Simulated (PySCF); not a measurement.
A species of formula CH9NSi2 has this rotational fingerprint, computed with PySCF 2.14.0, PBE0-D3(BJ)/def2-SVP geometry optimisation, gas phase:

```
Rotational constants : A = 6154, B = 2996, C = 2143 MHz
Dipole components    : |μa| = 0.00 D, |μb| = 0.80 D, |μc| = 0.00 D
Inertial defect      : -15.01 u·Å²
κ                    : -0.57
```

**Question.** Which candidate fits, each taken in the one conformer that was computed?
A. `[CH3:1][SiH2:2][SiH2:3][NH2:4]` with C1–Si2–Si3–N4 -168°, Si2–Si3–N4–H 50° and -171°
B. `[CH3:1][NH:2][SiH2:3][SiH3:4]` with C1–N2–Si3–Si4 -53°
C. `[NH2:1][SiH2:2][CH2:3][SiH3:4]` with H–N1–Si2–C3 59° and -159°, N1–Si2–C3–Si4 40°
D. `[CH3:1][Si@@H:2]([NH2:3])[SiH3:4]` with C1–Si2–N3–H -54° and 169°
E. `CN([SiH3])[SiH3]`
F. `[CH3:1][SiH2:2][NH:3][SiH3:4]` with C1–Si2–N3–Si4 -119°

**Answer.** E. It is CN([SiH3])[SiH3], an asymmetric top, point group Cs. The candidates at the same level (rigid rotor, commonest isotopes):

```tsv
SMILES	A (MHz)	B (MHz)	C (MHz)	μa (D)	μb (D)	μc (D)	Δ (u·Å²)	point group	rotor
C[SiH2][SiH2]N	10138	1942	1727	0.51	0.07	0.81	-17.45	C1	near-prolate asymmetric top
N[SiH2]C[SiH3]	7279	2444	2008	1.08	0.33	0.91	-24.56	C1	asymmetric top
C[SiH2]N[SiH3]	11797	1829	1753	0.67	0.66	0.85	-30.88	C1	near-prolate asymmetric top
CN[SiH2][SiH3]	6563	2372	1885	1.50	0.14	0.09	-21.93	C1	asymmetric top
C[Si@@H](N)[SiH3]	5413	2729	2055	1.45	0.69	0.08	-32.63	C1	asymmetric top
CN([SiH3])[SiH3]	6154	2996	2143	0.00	0.80	0.00	-15.01	Cs	asymmetric top
```

`N[SiH2]C[SiH3]` has B 18 % too low; `C[Si@@H](N)[SiH3]` has A 12 % too low; `CN[SiH2][SiH3]` has B 21 % too low; `C[SiH2][SiH2]N` has A 65 % too high; `C[SiH2]N[SiH3]` has A 92 % too high. In the right answer the mirror of this Cs structure is the bc plane, so μa vanishes by symmetry. No structure here is proved a minimum.
